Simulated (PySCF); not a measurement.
Te(GeH3)(OSiH3) (GeH₆OSiTe), SMILES [SiH3]O[Te][GeH3].

Coordinates come from a B3LYP-D3(BJ)/def2-SVP optimisation. This is a generated structure with no PubChem entry under its InChIKey; it may be hypothetical. The def2 effective core potentials stand for the cores of Te; spin–orbit coupling is left out. One conformer was computed; it need not be the lowest.

Two levels are set side by side: PBE/def2-TZVP (PySCF) and M06-2X/def2-TZVP (PySCF). Same geometry, gas phase. Differences are taken from unrounded values.

```
quantity                     M06-2X
---------------------------  ------
orbital gap (eV)               6.24
highest occupied level (eV)   -7.55
lowest empty level (eV)       -1.31
dipole moment (D)              1.94
mean polarisability (bohr³)    99.2
```

What does PBE give, and how far is it from M06-2X? (Estimate from the structure and the level; the computed values follow.)


```json
[
 {"quantity": "orbital gap (eV)", "PBE": "2.18", "PBE minus M06-2X": "-4.06"},
 {"quantity": "highest occupied level (eV)", "PBE": "-5.36", "PBE minus M06-2X": "2.20"},
 {"quantity": "lowest empty level (eV)", "PBE": "-3.17", "PBE minus M06-2X": "-1.86"},
 {"quantity": "dipole moment (D)", "PBE": "1.52", "PBE minus M06-2X": "-0.42"},
 {"quantity": "mean polarisability (bohr³)", "PBE": "104.4", "PBE minus M06-2X": "5.2"}
]
```

PBE's occupied levels lie high since its potential decays too fast outside the molecule; exact exchange lowers them and widens the gap. PBE's more diffuse valence density responds more strongly to a field. Differences between two approximate levels are no errors against the true value.

Rough cost on one machine, each run with all the roots and properties that it gave: M06-2X against PBE about 3 times.
